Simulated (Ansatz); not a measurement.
Consider the redistribution: `NC[SiH2]N` + `[SiH3][O][GeH2][SiH3]` → `N[SiH2]O[SiH3]` + `N[CH2][GeH2][SiH3]`.

Calculated with Ansatz (gas phase, PBE0-D4/def2-TZVP geometries, no zero-point term in ΔE). CCSD(T)/CBS is the MP2 limit (def2-TZVPP, def2-QZVPP) plus CCSD(T) − MP2 in def2-TZVPP, frozen cores. Functionals use def2-TZVPP. B3LYP here is the variant with VWN-RPA as its local correlation; programs differ in this. For Ge outer-core shells are correlated without core-valence functions, which leaves a few kJ/mol of doubt a bond. Scalar relativity is left out up to krypton. One conformer a species, not always the lowest.

Task: Is it downhill or uphill in electronic energy at CCSD(T)/CBS, and by how much? (An estimate is asked.)

Result: Ansatz gave: Downhill: ΔE = -83.1 kJ/mol.

Task: What do these levels give: PBE0-D4, B3LYP-D4, B2PLYP, PBE, PBE0, MP2/def2-TZVPP, SCS-MP2/def2-TZVPP, CCSD/def2-TZVPP, MP2/def2-QZVPP, SCS-MP2/def2-QZVPP, HF/CBS(def2), MP2/CBS(def2)? (Best estimate.)

Result: Ansatz gave: PBE0-D4 -78.1, B3LYP-D4 -79.1, B2PLYP -80.5, PBE -74.9, PBE0 -78.1, MP2/def2-TZVPP -84.4, SCS-MP2/def2-TZVPP -81.4, CCSD/def2-TZVPP -82.3, MP2/def2-QZVPP -85.3, SCS-MP2/def2-QZVPP -82.0, HF/CBS(def2) -80.2, MP2/CBS(def2) -86.1 kJ/mol.

Largest T1 diagnostic among the species: 0.012.

From PBE to PBE0 (25 % exact exchange), in def2-TZVPP and without D4, ΔE moves by −3.2 kJ/mol.
